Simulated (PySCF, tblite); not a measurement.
C5H15FOSi2.
Cartesian coordinates in Å at the GFN2-xTB level; atoms count from 1:
```
atom  x, y, z in Å
C1     4.2757    0.0137   -0.3270
O2     2.9599    0.2401   -0.7981
C3     1.9712   -0.0588    0.1031
F4     2.0462    0.8162    1.1844
C5     0.6082    0.0826   -0.5596
C6    -0.5222   -0.3582    0.3669
C7    -1.9024   -0.2737   -0.2880
Si8   -3.1941   -1.1570    0.8031
Si9   -2.4125    1.5154   -0.7105
H10    4.4048   -1.0332   -0.0303
H11    4.9376    0.2477   -1.1570
H12    4.5050    0.6600    0.5243
H13    2.1107   -1.0604    0.5550
H14    0.6213   -0.5240   -1.4665
H15    0.4878    1.1273   -0.8468
H16   -0.3234   -1.3894    0.6793
H17   -0.5019    0.2610    1.2665
H18   -1.8555   -0.8312   -1.2305
H19   -2.7745   -2.5495    1.0018
H20   -4.4961   -1.1430    0.1360
H21   -3.2892   -0.4992    2.1067
H22   -2.2196    2.3586    0.4692
H23   -1.6271    2.0432   -1.8305
H24   -3.8215    1.5313   -1.1097
```

Level of theory: PBE0/pcSseg-1 in PySCF (dipole) on a GFN2-xTB geometry, gas phase.

Masses are those of the commonest isotopes; rigid-rotor values at the optimised geometry. The values belong to one conformer with, in the numbering `[CH3:1][O:2][C@@H:3]([F:4])[CH2:5][CH2:6][CH:7]([SiH3:8])[SiH3:9]`, C1–O2–C3–F4 66°, O2–C3–C5–C6 175°, C3–C5–C6–C7 -178°, C5–C6–C7–Si8 169°.

(1) What are A, B and C (cm⁻¹)?

(2) What kind of rotor is it?

(3) What does the inertial defect say?

(4) Which types of transition are allowed, and where do some lines up to J = 3 fall?

## Answers

(1) Ia = 233.40, Ib = 1184.58, Ic = 1292.26 u·Å²; 505379 MHz·u·Å²/I gives 2165, 426.6 and 391.1 MHz, that is A = 0.07223, B = 0.01423, C = 0.01305 cm⁻¹.

(2) A near-prolate asymmetric top: κ = (2 × 426.6 − 2165 − 391.1)/(2165 − 391.1) = -0.96.

(3) Not planar: Δ = Ic − Ia − Ib = -125.72 u·Å². For a rigid frame Δ = −2 Σ m c², so Σ m c² = 62.86 u·Å² lies off the ab plane: 13.89 from hydrogen and 48.97 from heavier atoms. The atom farthest from that plane is 1.60 Å away.

(4) The dipole components are |μa| = 1.02 D, |μb| = 1.19 D, |μc| = 1.30 D. The squared components, which scale the intensities, stand as 0.62 : 0.84 : 1.00 (a : b : c). Some lines, for components of 0.1 D or more:

| type | branch | J(Ka,Kc) | MHz | lower level (cm⁻¹) |
| --- | --- | --- | --- | --- |
| a | R | 1(0,1) ← 0(0,0) | 818 | 0.000 |
| a | R | 2(1,1) ← 1(1,0) | 1671 | 0.086 |
| c | Q | 1(1,1) ← 1(0,1) | 1739 | 0.027 |
| b | Q | 1(1,0) ← 1(0,1) | 1774 | 0.027 |
| b | R | 1(1,1) ← 0(0,0) | 2556 | 0.000 |
| c | R | 1(1,0) ← 0(0,0) | 2592 | 0.000 |
| c | R | 2(1,1) ← 1(0,1) | 3445 | 0.027 |
| c | R | 3(1,2) ← 2(0,2) | 4316 | 0.082 |
| c | Q | 3(2,2) ← 3(1,2) | 5163 | 0.226 |
| b | Q | 3(2,1) ← 3(1,2) | 5166 | 0.226 |
| c | Q | 2(2,1) ← 2(1,1) | 5216 | 0.142 |
| b | R | 2(2,1) ← 1(1,0) | 6887 | 0.086 |
| b | R | 2(2,0) ← 1(1,1) | 6923 | 0.085 |
| c | R | 3(2,1) ← 2(1,1) | 7672 | 0.142 |
| c | R | 3(2,2) ← 2(1,2) | 7776 | 0.139 |
| b | R | 3(2,1) ← 2(1,2) | 7778 | 0.139 |
| c | R | 3(3,1) ← 2(2,1) | 11236 | 0.316 |
| b | R | 3(3,0) ← 2(2,1) | 11236 | 0.316 |

Its GFN2-xTB frequencies are all real (lowest 28 cm⁻¹). These are rigid-rotor constants of the computed structure; measured ground-state constants (B0) also hold zero-point vibration. A rigid rotor knows nothing of internal rotation, which can split or shift real lines.
